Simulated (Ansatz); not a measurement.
Ansatz (a first-principles code) input (CCSD(T)/cc-pV(D+d)Z):
A basis named .json is the Basis Set Exchange file of that set.

Ansatz 0.2 input:
```yaml
crystal:
  periodic: [false, false, false]
  atoms:
    - {symbol: C, position_ang: [0.90505954, 0.06510673, -0.18716427]}
    - {symbol: C, position_ang: [-0.58490409, 0.04558283, -0.07273974]}
    - {symbol: Cl, position_ang: [-1.24849571, 1.69712304, -0.17532404]}
    - {symbol: Cl, position_ang: [-1.30564744, -0.94251567, -1.36991082]}
    - {symbol: Cl, position_ang: [-1.06908074, -0.67085324, 1.53350937]}
    - {symbol: Cl, position_ang: [1.78371125, 1.25939988, 0.64947005]}
    - {symbol: Cl, position_ang: [1.72651660, -1.38222091, -0.54601373]}
basis:
  gaussian:
    orbitals: cc-pV_D+d_Z.json
magnetization: {spin_polarized: true, initial_magnetization: 1}
correlation: {method: ccsd_t, electrons: outside_noble_gas}
```

End of the output:

```
integrals: 0.62 GiB planned
1466 factors; integrals over basis functions are off by at most 1.2e-3 eV
mean field: 1.81 GiB planned
mean field evaluation 1: about -64572.5372 eV, gradient 2.7e1 eV
mean field evaluation 2: about -64572.7732 eV, gradient 2.7e1 eV
mean field evaluation 4: about -64577.3300 eV, gradient 3.5e0 eV
mean field evaluation 8: about -64577.5570 eV, gradient 3.0e-1 eV
mean field evaluation 16: about -64577.5596 eV, gradient 2.1e-6 eV
mean field -64577.55962067 eV, -2373.1815438175 hartree, gradient 2.1e-6 eV, S^2 0.770506; 0 other end points of the search recorded, 0 dependent functions left out
27 core orbitals not correlated
reference -64577.55962067 eV, -2373.1815438175 hartree; 22, 21 occupied and 94, 95 virtual orbitals, 1466 factors
second order -25.81428517 eV of doubles, -0.00000000 eV of singles
coupled cluster: 1.56 GiB planned
cycle   1  -26.71671154 eV  change   -9.0e-1 eV  update   1.2e-1
cycle   2  -27.37437673 eV  change   -6.6e-1 eV  update   3.9e-2
cycle   3  -27.54924502 eV  change   -1.7e-1 eV  update   2.1e-2
cycle   4  -27.55408267 eV  change   -4.8e-3 eV  update   7.7e-3
cycle   5  -27.55300307 eV  change    1.1e-3 eV  update   3.7e-3
cycle   6  -27.55199160 eV  change    1.0e-3 eV  update   1.2e-3
cycle   7  -27.55204690 eV  change   -5.5e-5 eV  update   4.5e-4
cycle   8  -27.55219029 eV  change   -1.4e-4 eV  update   1.9e-4
cycle   9  -27.55217789 eV  change    1.2e-5 eV  update   8.0e-5
cycle  10  -27.55213806 eV  change    4.0e-5 eV  update   3.3e-5
perturbative correction -0.90532962 eV, -0.0332702500 hartree
Total energy: -64606.01708835 eV, -2374.2273364655 hartree
```

It need not be the lowest isomer of its formula.
